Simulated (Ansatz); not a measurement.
Conformers of `N[SiH](O)[Si](N)(O)O`, each relaxed with PBE0-D4/def2-TZVP in Ansatz. CBS adds the triple-zeta coupled-cluster correction to the MP2 limit.

Not all of them had a frequency check.

Conformer A:

Z-matrix (Å, degrees):
```
Si
O 1 1.658
Si 1 2.339 2 102.2
N 1 1.714 2 112.5 3 -120.8
H 1 1.492 2 110.2 3 122.9
H 2 0.960 1 115.8 3 167.1
N 3 1.723 1 120.3 2 29.2
O 3 1.646 1 106.7 2 150.4
O 3 1.651 1 103.0 2 -88.5
H 4 1.007 1 121.1 2 84.2
H 4 1.006 1 121.1 2 -124.6
H 7 1.010 3 117.6 1 -58.8
H 7 1.009 3 117.7 1 75.6
H 8 0.960 3 117.1 1 -176.1
H 9 0.960 3 116.2 1 162.0
```

Conformer B:

Z-matrix (Å, degrees):
```
Si
O 1 1.671
Si 1 2.341 2 99.5
N 1 1.706 2 117.5 3 118.3
H 1 1.492 2 107.4 3 -123.8
H 2 0.959 1 118.3 3 175.0
N 3 1.707 1 122.1 2 -136.1
O 3 1.649 1 102.2 2 103.3
O 3 1.646 1 106.4 2 -17.8
H 4 1.005 1 124.3 2 85.1
H 4 1.007 1 121.0 2 -78.6
H 7 1.006 3 121.4 1 -65.7
H 7 1.006 3 120.0 1 84.0
H 8 0.961 3 116.0 1 179.6
H 9 0.962 3 113.1 1 20.4
```

(1) Which is lowest in electronic energy at CCSD(T)/CBS (frozen core, def2 sets), and by how much? (An estimate is asked.)

(2) Give the energies relative to B (kJ/mol) with PBE-D4/def2-TZVPP, B3LYP-D4/def2-TZVPP, B3LYP/def2-TZVPP, HF/def2-TZVPP, MP2/def2-TZVPP, CCSD/def2-TZVPP, MP2/def2-QZVPP. (An estimate is asked.)

## Answers

(1) The calculation gave: B; A lies 7.3 kJ/mol higher.

(2) Computed: 
```
              level    A
  PBE-D4/def2-TZVPP  8.4
B3LYP-D4/def2-TZVPP  7.6
   B3LYP/def2-TZVPP  7.0
      HF/def2-TZVPP  4.6
     MP2/def2-TZVPP  7.6
    CCSD/def2-TZVPP  6.8
     MP2/def2-QZVPP  7.6
```

B3LYP here is the variant with VWN-RPA as its local correlation; programs differ in this.
